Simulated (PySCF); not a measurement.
Dipole moment and polarisability of `O=C[SiH2]B(Cl)Cl`

Compound: CH3BCl2OSi.
Cartesian coordinates in Å at the PBE0-D3(BJ)/def2-SVP level; atoms count from 1:
```xyz
9
CH3BCl2OSi angstrom
O     -1.0690    1.2382   -1.2008
C     -1.3491    0.3998   -0.3809
Si     0.0390   -0.5534    0.5869
B      1.7389    0.2355   -0.1661
Cl     2.4165    1.6903    0.5190
Cl     2.5040   -0.4812   -1.5609
H     -2.4289    0.1603   -0.1701
H     -0.1522   -0.3041    2.0495
H     -0.1269   -2.0163    0.3224
```

Level: B3LYP/def2-SVPD (PySCF), static field, nuclei fixed, core orbitals frozen in the response. The polarisability tensor in these axes (au):

```
x   92.20  3.95 -4.29
y    3.95 83.66  1.98
z   -4.29  1.98 82.36
```

**Question.** What are the eigenvalues, a third of the trace, and Δα (Δα² = ½Σ(αi − αj)² over the three pairs)?

**Answer.** Principal values 78.48, 85.06 and 94.69 au; mean 86.08 au = 12.76 Å³ = 14.19 × 10⁻⁴⁰ C²·m²/J; Δα = 14.12 au (16 % of the mean).

**Question.** What is the dipole moment, and where does it point?

**Answer.** (-0.60, -1.68, 1.65) D, 2.43 D in size, pointing from the negative to the positive side. Measured along this direction, the outermost atoms are Cl5, O1 and Cl6 at the negative end and H9 and H8 at the positive end.

**Question.** Molar refractivity from α?

**Answer.** Lorentz–Lorenz: R = (4π/3)N_A α = 2.5225 cm³/(mol·Å³) × 12.76 Å³ = 32.2 cm³/mol, in the limit of long wavelengths.

**Question.** What are the principal values of the traceless quadrupole moment, Θ = ½Σq(3rr − r²1), about the centre of nuclear charge?

**Answer.** -6.74, 0.37, 6.37 D·Å. The values depend on the origin, since the dipole doesn't vanish. The electronic extent ⟨r²⟩ about the same centre is 1191 bohr², a root-mean-square distance of 2.18 Å for the 70 electrons.

**Question.** What depolarisation ratio follows for Rayleigh scattering of linearly polarised light, taking the static tensor?

**Answer.** ρ = 3Δα²/(45ᾱ² + 4Δα²) = 598.3/(333405 + 797.7) = 0.00179.

**Question.** Along which axes do the principal values lie, and how far do the nuclei extend along each?

**Answer.** Largest value along (0.92, 0.28, -0.28), where the nuclei span 4.74 Å; middle along (-0.04, 0.77, 0.63), 3.00 Å; least along (0.39, -0.57, 0.72), 3.59 Å. The strongest response lies along the longest span, while the other two are in reverse order.

The structure is a single PBE0-D3(BJ)/def2-SVP conformer in the gas phase; no vibrational or solvent corrections.
